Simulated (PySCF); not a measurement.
# Spectroscopy problems

A single conformation, isolated molecule, non-relativistic Hamiltonian, averaged over atoms made equivalent by symmetry, fast rotation or ring inversion. Coordinates at the GFN2-xTB level; GIAO PBE0/pcSseg-1 shieldings; PySCF 2.14.

δ = σ(ref) − σ, references computed at the same level: 1H (σref 31.72), 13C (σref 186.93) against TMS. Splittings of carbon signals by F and P are missing where no couplings were computed. Where no couplings were computed, multiplicities follow the n + 1 count of equivalent neighbours, and m marks all less simple cases (inequivalent or close neighbours, rings, F or P nearby). Shifts are as computed. Against solution values, carbons near 30 ppm lie about +3 ppm off and those near 130 ppm about +5 ppm; carbons on Cl a further +6 ppm. Of 1309 compounds with measured shifts, 239 miss one by over three times the rms of a fit or turn the order of signals round; such compounds aren't used in these exercises. Carbons bonded to Cl come out too deshielded.

Task: C5H8ClF3Si. 1H NMR (400 MHz, computed): δ 6.39 (s, 1H), 4.03 (d, 3H), 2.41 (m, 1H), 2.05 (s, 3H). 13C{1H} NMR (computed): δ 139.1 (C), 136.7 (C), 128.9 (CH), 40.6 (CH), 21.5 (CH3). Identify the compound.

Result: `C/C(=C\Cl)[C@@H]([SiH3])C(F)(F)F`. The formula gives 1 degree of unsaturation (no ring in the answer). 5 carbon signals for 5 carbons: no two carbons are equivalent. Carbon types of the structure: 2 × C, 2 × CH, 1 × CH3, leaving 3 H on heteroatoms. δC 139.1: fully substituted alkene carbon; an sp2 carbon of a C=C bond. δC 136.7: CF3 carbon; 3 electronegative neighbours deshield it. δC 128.9: alkene CH; the olefinic region. δC 21.5: allylic methyl carbon; a saturated carbon with 1 carbon neighbour and no heteroatom attached.

The shifts were computed for this structure.

Task: C6H6ClFO. 1H NMR (600 MHz, computed): δ 6.76 (d, 1H), 6.51 (m, 1H), 5.39 (m, 2H), 5.30 (m, 2H). 13C{1H} NMR (computed): δ 169.9 (C), 142.1 (CH), 131.3 (CH), 109.0 (C), 88.4 (CH2), 81.3 (CH2). Give a structure.

Result: SMILES FC/C(Cl)=C1\C=CCO1. Rings plus π bonds: 3 (1 ring in the answer). 6 carbon signals for 6 carbons: no two carbons are equivalent. Carbon types of the structure: 2 × C, 2 × CH, 2 × CH2, which accounts for all hydrogens. δC 169.9: alkene carbon bearing oxygen; an sp2 carbon further deshielded by the attached heteroatom. δC 109.0: β carbon of an enol-ether or enamine type C=C; the O or N lone pair pushes π density onto this β carbon and shields it. δC 88.4: allylic sp3 CH2 bonded to F; deshielded by the electronegative neighbour. δC 81.3: allylic sp3 CH2 bonded to O; deshielded by the electronegative neighbour.

The shifts were computed for this structure.

Task: C5H8ClF3Si. 1H NMR (600 MHz, computed): δ 5.90 (q, 1H), 4.57 (m, 2H), 2.52 (t, 2H), 1.98 (d, 3H). 13C{1H} NMR (computed): δ 141.2 (C), 138.7 (C), 128.9 (CH), 27.5 (CH2), 18.0 (CH3). Give a structure.

Result: `FC([SiH2]C/C(=C/C)Cl)(F)F`. Rings plus π bonds: 1 (no ring in the answer). 5 carbon signals for 5 carbons: no two carbons are equivalent. Carbon types of the structure: 2 × C, 1 × CH, 1 × CH2, 1 × CH3, leaving 2 H on heteroatoms. δC 141.2: fully substituted alkene carbon; an sp2 carbon of a C=C bond. δC 138.7: CF3 carbon; 3 electronegative neighbours deshield it. δC 128.9: alkene CH; an sp2 carbon of a C=C bond. δH 2.52: hydrogen on an allylic sp3 CH2 bonded to Si; allylic position.

The shifts were computed for this structure.
